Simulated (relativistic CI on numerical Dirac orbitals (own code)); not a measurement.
# Electric-dipole transitions in Cd⁴⁰⁺

Method of calculation: Dirac-Coulomb-Breit CI, KLI orbitals optimised for each configuration, QED by a radiative potential, unscaled Slater integrals (own radial code, finite nucleus).

Configuration list (outside the closed core 1s2): 2s2 2p4, 2s 2p5, 2p6, 2p5 3s, 2p5 3p, 2p5 3d, 2s2 2p3 3s, 2s2 2p3 3p, 2s2 2p3 3d, 2s 2p4 3s, 2s 2p4 3p, 2s 2p4 3d, 2s2 2p3 4s, 2s2 2p3 4p, 2s2 2p3 4d, 2s2 2p3 4f, 2s 2p4 4s, 2s 2p4 4p, 2s 2p4 4d, 2s 2p4 4f, 2s2 2p2 3s2, 2s2 2p2 3s 3p, 2s2 2p3 5s, 2s2 2p3 5p, 2s2 2p3 5d, 2s2 2p3 5f, 2s2 2p3 5g, 2s2 2p2 3s 3d, 2s2 2p2 3p2, 2s2 2p2 3p 3d, 2s 2p3 3s2, 2s2 2p2 3d2, 2s 2p3 3s 3p, 2s 2p3 3s 3d, 2s 2p3 3p2, 2s 2p4 5s. Levels of other configurations are missing.

| λ vac (Å) | Lower | Upper | A (s⁻¹) | gf | Branching (%) |
| --- | --- | --- | --- | --- | --- |
| 2.5792 | 2s2 2p4 3P_2 [1] | 2s2 2p3 4d 3D°_3 [241] | 1.29e+14 | 8.99e-01 | 86.6 |
| 3.1265 | 2s2 2p4 3P_2 [1] | 2s 2p4 3p 3P°_2 [90] | 8.01e+13 | 5.87e-01 | 99.1 |
| 3.2058 | 2s2 2p4 3P_1 [3] | 2s2 2p3 3d 3P°_1 [115] | 1.75e+14 | 8.09e-01 | 84.5 |
| 3.2076 | 2s2 2p4 3P_2 [1] | 2s2 2p3 3d 3D°_2 [66] | 8.84e+13 | 6.82e-01 | 37.0 |
| 3.2120 | 2s2 2p4 1S_0 [2] | 2s2 2p3 3d 3D°_1 [77] | 2.61e+14 | 1.21e+00 | 71.1 |
| 3.2150 | 2s2 2p4 1D_2 [4] | 2s2 2p3 3d 1F°_3 [117] | 2.61e+14 | 2.84e+00 | 100.0 |
| 3.2165 | 2s2 2p4 3P_2 [1] | 2s2 2p3 3d 3D°_3 [60] | 2.73e+14 | 2.96e+00 | 99.8 |
| 3.2184 | 2s2 2p4 3P_2 [1] | 2s2 2p3 3d 3P°_2 [59] | 1.62e+14 | 1.26e+00 | 77.5 |
| 3.2253 | 2s 2p5 3P°_1 [7] | 2s 2p4 3d 3P_1 [187] | 2.47e+14 | 1.15e+00 | 93.3 |
| 3.2269 | 2s 2p5 3P°_1 [7] | 2s 2p4 3d 3P_2 [186] | 1.47e+14 | 1.15e+00 | 90.0 |
| 3.2279 | 2s 2p5 1P°_1 [9] | 2s 2p4 3d 3D_2 [206] | 2.22e+14 | 1.74e+00 | 99.4 |
| 3.2281 | 2s 2p5 3P°_2 [6] | 2s 2p4 3d 3D_3 [172] | 1.82e+14 | 1.99e+00 | 99.8 |
| 3.2293 | 2s 2p5 3P°_2 [6] | 2s 2p4 3d 3P_2 [171] | 2.47e+14 | 1.93e+00 | 99.3 |
| 3.2326 | 2s 2p5 3P°_2 [6] | 2s 2p4 3d 3S_1 [169] | 2.29e+14 | 1.07e+00 | 83.5 |
| 3.2343 | 2s2 2p4 3P_2 [1] | 2s2 2p3 3d 3G°_3 [53] | 5.62e+13 | 6.17e-01 | 99.6 |
| 3.2536 | 2p6 1S_0 [10] | 2p5 3d 3D°_1 [228] | 3.25e+14 | 1.55e+00 | 99.0 |
| 3.2546 | 2s 2p5 3P°_2 [6] | 2s 2p4 3d 5F_3 [162] | 1.03e+14 | 1.14e+00 | 99.5 |
| 3.3532 | 2s2 2p4 3P_1 [3] | 2s2 2p3 3d 3P°_2 [78] | 1.76e+14 | 1.48e+00 | 68.8 |
| 3.3663 | 2s2 2p4 1D_2 [4] | 2s2 2p3 3d 3F°_3 [79] | 2.20e+14 | 2.61e+00 | 99.9 |
| 3.3679 | 2s2 2p4 3P_0 [5] | 2s2 2p3 3d 3D°_1 [136] | 4.87e+14 | 2.49e+00 | 95.0 |
| 3.3714 | 2s 2p5 3P°_2 [6] | 2s 2p4 3d 3D_3 [133] | 1.95e+14 | 2.33e+00 | 99.7 |
| 3.3733 | 2s2 2p4 3P_2 [1] | 2s2 2p3 3d 3D°_3 [31] | 2.91e+14 | 3.48e+00 | 99.9 |
| 3.3757 | 2s2 2p4 1D_2 [4] | 2s2 2p3 3d 1D°_2 [72] | 1.91e+14 | 1.63e+00 | 97.8 |
| 3.3792 | 2s2 2p4 3P_1 [3] | 2s2 2p3 3d 3D°_2 [66] | 1.16e+14 | 9.92e-01 | 48.5 |
| 3.3796 | 2s2 2p4 1D_2 [4] | 2s2 2p3 3d 1F°_3 [71] | 1.82e+14 | 2.18e+00 | 95.4 |
| 3.3801 | 2s 2p5 1P°_1 [9] | 2s 2p4 3d 1D_2 [193] | 3.54e+14 | 3.03e+00 | 96.3 |
| 3.3841 | 2s2 2p4 3P_2 [1] | 2s2 2p3 3d 3D°_2 [28] | 1.28e+14 | 1.10e+00 | 98.5 |
| 3.3951 | 2s 2p5 3P°_1 [7] | 2s 2p4 3d 1D_2 [140] | 2.69e+14 | 2.33e+00 | 96.0 |
| 3.4084 | 2s 2p5 3P°_0 [8] | 2s 2p4 3d 3P_1 [173] | 2.18e+14 | 1.14e+00 | 70.6 |
| 3.4117 | 2s 2p5 3P°_2 [6] | 2s 2p4 3d 3D_2 [112] | 1.79e+14 | 1.56e+00 | 94.0 |
| 3.4144 | 2p6 1S_0 [10] | 2p5 3d 1P°_1 [218] | 3.71e+14 | 1.95e+00 | 99.4 |
| 3.4168 | 2s 2p5 3P°_2 [6] | 2s 2p4 3d 3D_3 [111] | 1.82e+14 | 2.23e+00 | 99.7 |
| 10.054 | 2s2 2p3 3p 3D_3 [15] | 2s2 2p3 4d 3F°_4 [239] | 2.02e+13 | 2.75e+00 | 99.6 |
| 10.131 | 2s2 2p3 3p 3P_2 [17] | 2s2 2p3 4d 3D°_3 [241] | 1.68e+13 | 1.81e+00 | 11.3 |
| 10.524 | 2s2 2p3 3d 3D°_2 [21] | 2s2 2p3 4f 3F_3 [243] | 3.18e+13 | 3.69e+00 | 75.8 |
| 10.550 | 2s2 2p3 3d 3F°_3 [22] | 2s2 2p3 4f 3G_4 [245] | 3.44e+13 | 5.17e+00 | 83.4 |
| 10.560 | 2s2 2p3 3d 3G°_4 [57] | 2s2 2p3 4f 3H_5 [299] | 3.59e+13 | 6.60e+00 | 88.0 |
| 10.638 | 2s2 2p3 3d 5D°_4 [55] | 2s2 2p3 4f 5F_5 [292] | 4.01e+13 | 7.49e+00 | 98.4 |
| 10.639 | 2s2 2p3 3d 3F°_4 [27] | 2s2 2p3 4f 3G_5 [249] | 4.08e+13 | 7.61e+00 | 99.8 |
| 10.641 | 2s2 2p3 3d 3F°_4 [61] | 2s2 2p3 4f 3G_5 [306] | 3.41e+13 | 6.37e+00 | 83.4 |
| 10.650 | 2s2 2p3 3d 3D°_3 [56] | 2s2 2p3 4f 3F_4 [293] | 3.12e+13 | 4.78e+00 | 76.1 |
| 10.652 | 2s 2p4 3d 5F_5 [105] | 2s 2p4 4f 5G°_6 [359] | 4.05e+13 | 8.95e+00 | 99.7 |
| 10.656 | 2s2 2p3 3d 3G°_5 [63] | 2s2 2p3 4f 3H_6 [305] | 4.03e+13 | 8.92e+00 | 99.9 |
| 10.711 | 2s2 2p3 3d 3D°_2 [28] | 2s2 2p3 4f 3F_3 [248] | 3.11e+13 | 3.74e+00 | 75.3 |
| 10.822 | 2s2 2p3 3d 3D°_3 [31] | 2s2 2p3 4f 3F_4 [247] | 3.61e+13 | 5.71e+00 | 89.0 |

Terms are leading LS components. Brackets give the number of a level in order of energy, since labels repeat. The list gives strong lines, with weight on those to low levels, without lines whose two gauges differ by over a factor of 2.5, among the lowest 400 of 1493 levels, so that lines to higher ones, which can be the strongest, are missing. Levels whose partners in the same complex of configurations lie outside the list can be far off, and so can their lines. Rates are taken at the computed energies, electric ones in the length gauge.

At this charge energies of transitions that change n are usually good to better than 1 %, and those within a shell (Δn = 0) to a few per cent.

LS names give the leading component of a level, which can be under half, so a name can repeat, a term be missing and a line seem to break the LS rules.
